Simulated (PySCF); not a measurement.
# A series of related molecules

Computed, not measured: TDDFT PBE0/def2-SVPD circular dichroism and optical rotation, one conformer, gas phase in PySCF. Geometry: GFN2-xTB.

Each molecule in one low-energy conformer. The parent is FC1=CC[Si@@H](F)[C@H]1Cl.

(1) How does the specific rotation at 589.3 nm (origin-invariant length gauge) change along this series?
- FC1=CC[Si@@H](F)[C@H]1Cl (base)
- FC1=CC[Si@@H](F)[C@@H]1Cl (diastereomer)

## Answers

(1) 
```csv
molecule,[α]589 (deg dm⁻¹ (g/mL)⁻¹),S1 (eV),"R(S1), velocity form (10⁻⁴⁰ esu² cm²)"
FC1=CC[Si@@H](F)[C@H]1Cl,+333.6,5.69,+20.4
FC1=CC[Si@@H](F)[C@@H]1Cl,-345.1,5.81,-23.0
```
The specific rotation at 589.3 nm (origin-invariant length gauge) is lowest for FC1=CC[Si@@H](F)[C@@H]1Cl and highest for FC1=CC[Si@@H](F)[C@H]1Cl.
